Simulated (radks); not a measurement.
Pm+, configuration [Xe] 4f5 7d1 (not the ground configuration). Calculated with a radial shooting solver on a logarithmic mesh with Libxc functionals: scalar-relativistic Kohn-Sham, BLYP, spin-polarised, spherical densities, finite nucleus; open shells are filled with parallel spins first (spin-orbit coupling, left out, can overturn this in heavy ions); Fermi nuclear charge, rms radius 4.962 fm. Some entries of the table are withheld. Estimate them.

orbital  occ.  eigenvalue (eV)  r(max) (bohr)  <r> (bohr)
1s down     1        -45033.23        0.01479     0.02318
1s up       1        -45033.23        0.01479     0.02318
2s up       1        -7330.132        0.08380     0.09896
2s down     1        -7330.111        0.08380     0.09896
2p up       3        -6547.932        0.06761     0.08710
2p down     3        -6547.918        0.06761     0.08710
3s up       1        -1606.263         0.2387      0.2606
3s down     1        -1604.840         0.2386      0.2605
3p up       3        -1360.618         0.2338      0.2589
3p down     3        -1359.204         0.2337      0.2587
3d up       5        -1023.540         0.1918      0.2363
3d down     5        -1022.444         0.1917      0.2361
4s up       1        -328.5749         0.5520      0.5931
4s down     1        -324.7895         0.5518      0.5930
4p up       3        -247.9880         0.5761      0.6281
4p down     3        -244.2038         0.5758      0.6280
4d up       5        -134.1582         0.6027         (1)
4d down     5        -130.3989         0.6023         (2)
5s up       1              (3)          1.285         (4)
5s down     1              (5)          1.295         (6)
5p up       3         -33.6106          1.457       1.673
5p down     3         -31.9245          1.475       1.704
4f up       5         -13.5122         0.6367       1.022
7d up       1          -2.2632          13.35       13.04

Answer. 
(1) 4d up <r> (bohr): 0.6887
(2) 4d down <r> (bohr): 0.6892
(3) 5s up eigenvalue (eV): -53.0728
(4) 5s up <r> (bohr): 1.432
(5) 5s down eigenvalue (eV): -50.8657
(6) 5s down <r> (bohr): 1.450
